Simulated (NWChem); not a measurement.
Molecule: CH5BS2; SMILES CB(S)S

```xyz
9

B     -0.3232     0.0004    -0.0137
C     -1.9011     0.0001    -0.0001
H     -2.3266    -0.8643    -0.5225
H     -2.3304     0.9088    -0.4362
H     -2.2522    -0.0529     1.0403
S      0.5101     1.6150    -0.0030
H      1.8014     1.2212     0.0418
S      0.5105    -1.6147    -0.0030
H      1.8012    -1.2194     0.0422
```
Atoms are numbered in this order, from 1.

Computed with NWChem. Pople sets run with spherical d functions. Structure relaxed at the B3LYP/6-31G* (spherical d) level.

For level LDA (Slater exchange, PW92)/6-31G*:

| Property | Result |
|---|---|
| orbital gap (eV) | 4.80 |

Problem. Estimate the same quantities for level BP86/6-31G*.

Solution. orbital gap (eV): 4.91
